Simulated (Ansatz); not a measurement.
Stepwise reaction of `C[SiH](C)P` with hydrogen, as a gas-phase model of exchange steps in deposition or etching. ΔE in kJ/mol; ΔG adds harmonic PBE0-D4 terms to CCSD(T)/CBS, at 1 bar.

Gas-phase electronic energies from Ansatz, PBE0-D4/def2-TZVP geometries. CBS: MP2 limit from def2 TZ/QZ plus the TZ coupled-cluster correction, frozen cores. This one scheme is used for every species. DFT in def2-TZVPP. B3LYP here is the variant with VWN-RPA as its local correlation; programs differ in this. One conformer a species, not always the lowest.

```
step                              reaction  PBE-D4  B3LYP-D4  ωB97M-V  CCSD(T)/CBS  ΔG(600 K)
   1  `C[SiH](C)P` + H₂ → `C[SiH2]P` + CH₄   -22.0     -26.9    -23.6        -23.2      -19.7
   2     `C[SiH2]P` + H₂ → `[SiH3]P` + CH₄   -23.8     -28.9    -26.0        -25.3      -21.8
```

Question: By hand: ΔE of the 2 steps together at CCSD(T)/CBS.

Answer: (-23.2) + (-25.3) = -48.5 kJ/mol, or -24.2 kJ/mol a step.

In ΔE the steps differ by no more than 2.1 kJ/mol. All are downhill at CCSD(T)/CBS. ΔG lies between -21.8 and -19.7 kJ/mol a step. PBE-D4 differs from CCSD(T)/CBS by 1.2 to 1.5 kJ/mol a step. Only this route is followed, and other bonds may react first. Isolated molecules leave out the surface, adducts and barriers. Largest T1 diagnostic: 0.013.
